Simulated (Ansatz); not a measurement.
GaNH₆S, closed shell: at the end structure of a reaction step.

Input (in.yaml):

```yaml
crystal:
  periodic: [false, false, false]
  atoms:
    - {symbol: Ga, position_ang: [-0.437225, -0.933232, 0.042905]}
    - {symbol: N, position_ang: [-0.343447, 1.206293, -0.197805]}
    - {symbol: H, position_ang: [-1.370461, -1.297682, -1.167040]}
    - {symbol: H, position_ang: [-0.869177, -1.038180, 1.550359]}
    - {symbol: H, position_ang: [0.595771, 1.372074, -0.547920]}
    - {symbol: S, position_ang: [1.748086, -1.340002, -0.383383]}
    - {symbol: H, position_ang: [-1.011472, 1.569525, -0.867980]}
    - {symbol: H, position_ang: [-0.454975, 1.709606, 0.674764]}
    - {symbol: H, position_ang: [2.142899, -1.248503, 0.896101]}
basis:
  gaussian: {orbitals: def2-TZVPP}
correlation: {method: ccsd_t}
```

Command:

```bash
ansatz run in.yaml --threads 4 --pin off --events-out ev --progress --plain --max-ram 9574MiB
```

Output of Ansatz 0.2.0:

```
Functional definition: HF
  name "HF"
  cite "Fock, Z. Phys. 61, 126 (1930) doi:10.1007/BF01340294"
  parent pbe
  exchange = exact_x
  correlation = 0
1194 factors; integrals over basis functions are off by at most 1.1e-3 eV
mean field evaluation 1: about -64728.5182 eV, gradient 3.0e1 eV
mean field evaluation 2: about -64728.6137 eV, gradient 3.0e1 eV
mean field evaluation 4: about -64730.7951 eV, gradient 3.1e0 eV
mean field evaluation 8: about -64730.8328 eV, gradient 3.0e-1 eV
mean field evaluation 16: about -64728.5191 eV, gradient 3.0e1 eV
mean field -64730.83319594 eV, -2378.8142438161 hartree, gradient 1.5e-6 eV, S^2 0.000000; 0 other end points of the search recorded, 0 dependent functions left out
15 core orbitals not correlated: weight in the atoms' cores, before any rotation towards them, 1.000 or more for the frozen orbitals, at most 0.000 for the correlated occupied ones
reference -64730.83319594 eV, -2378.8142438161 hartree; 15, 15 occupied and 175, 175 virtual orbitals, 1194 factors
second order -17.84208303 eV of doubles, -0.00000000 eV of singles
cycle   1  -18.15563935 eV  change   -3.1e-1 eV  update   1.0e-1
cycle   2  -18.71046988 eV  change   -5.5e-1 eV  update   3.0e-2
cycle   3  -18.79665636 eV  change   -8.6e-2 eV  update   1.4e-2
cycle   4  -18.79087150 eV  change    5.8e-3 eV  update   3.1e-3
cycle   5  -18.78982612 eV  change    1.0e-3 eV  update   1.1e-3
cycle   6  -18.78964561 eV  change    1.8e-4 eV  update   3.1e-4
cycle   7  -18.78953530 eV  change    1.1e-4 eV  update   1.1e-4
cycle   8  -18.78953601 eV  change   -7.1e-7 eV  update   3.7e-5
perturbative correction -0.72619740 eV, -0.0266872624 hartree
Total energy: -64750.34892935 eV, -2379.5314337908 hartree
```

The run took 100 s on 4 CPU threads of an AMD EPYC (shared host), with 2.6 GiB of host memory at its peak.
